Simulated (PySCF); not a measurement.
Species: C6H7F3.
InChI=1S/C6H7F3/c1-2-3-4-5-6(7,8)9/h2-4H,1,5H2/b4-3-

Torsions of this conformer, `[CH2:1]=[CH:2]/[CH:3]=[CH:4]\[CH2:5][C:6]([F:7])([F:8])[F:9]`: C1–C2–C3–C4 180°, C3–C4–C5–C6 114°, C4–C5–C6–F7 179°.

The closed-shell ground state was solved at several levels (PySCF, density fitting, gas phase, non-relativistic). One conformer (not necessarily the lowest) at the PBE0-D3(BJ)/def2-SVP geometry, without solvent, vibrations or thermal averaging.

| level | basis functions | HOMO (eV) | LUMO (eV) | gap (eV) | dipole (D) |
| --- | --- | --- | --- | --- | --- |
| CAM-B3LYP/def2-SVPD | 245 | -8.25 | -0.15 | 8.10 | 2.42 |
| B3LYP/pcJ-1 | 313 | -6.76 | -1.36 | 5.40 | 2.24 |
| PBE0/pcSseg-1 | 188 | -6.99 | -1.19 | 5.80 | 2.23 |

Question: What might wB97X-D/pcSseg-1 (188 basis functions) give for the same quantities?

Answer: HOMO -8.76 eV, LUMO 0.54 eV, gap 9.30 eV, dipole 2.29 D.

Question: Over all these levels, which gives the widest orbital gap and which the narrowest?

Answer: wB97X-D/pcSseg-1 (range-separated hybrid) has the widest, 9.30 eV, and B3LYP/pcJ-1 (global hybrid, 20 % exact exchange) the narrowest, 5.40 eV. Functional and basis both differ between the two, so the spread mixes both effects.

Question: How far do the dipole and the HOMO energy spread over the levels?

Answer: The dipole runs from 2.23 to 2.42 D (mean 2.29 D) and the HOMO from -8.76 to -6.76 eV.
